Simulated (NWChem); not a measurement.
Correlation energy of disiloxane (H$_{6}$OSi$_{2}$)

```xyz
9

Si     0.3835    -1.5527     0.0048
O     -0.3578    -0.0734    -0.0185
Si    -0.2588     1.5783     0.0020
H      0.6166    -1.9898     1.4139
H     -0.4984    -2.5412    -0.6779
H      1.6981    -1.4858    -0.7047
H      0.9978     2.0317    -0.6701
H     -0.2606     2.0758     1.4102
H     -1.4363     2.1385    -0.7197
```
Charge 0, spin multiplicity 1.

Program: NWChem. All single points use one geometry, from PBE0/def2-SVP, a minimum by its harmonic frequencies.

Basis set: 6-31G*. Each correlation energy counts from its own Hartree-Fock reference.

The correlated methods keep 11 core orbitals frozen. The Pople sets run with spherical d functions. Coupled-cluster values serve here as a point of comparison, not as the truth.

```
method        correlation energy (mHa)
------------  ------------------------
MP2                                  ?
SCS-MP2                         -334.9
CR-CCSD[T]                           ?
CR-CCSD(T)                      -375.7
CCSD                                 ?
CCSD+T(CCSD)                         ?
CCSD(T)                         -377.2
```

**Question.** Fill in the missing entries.

**Answer.** 
- MP2, correlation energy (mHa): -331.6
- CR-CCSD[T], correlation energy (mHa): -376.2
- CCSD, correlation energy (mHa): -369.7
- CCSD+T(CCSD), correlation energy (mHa): -377.8
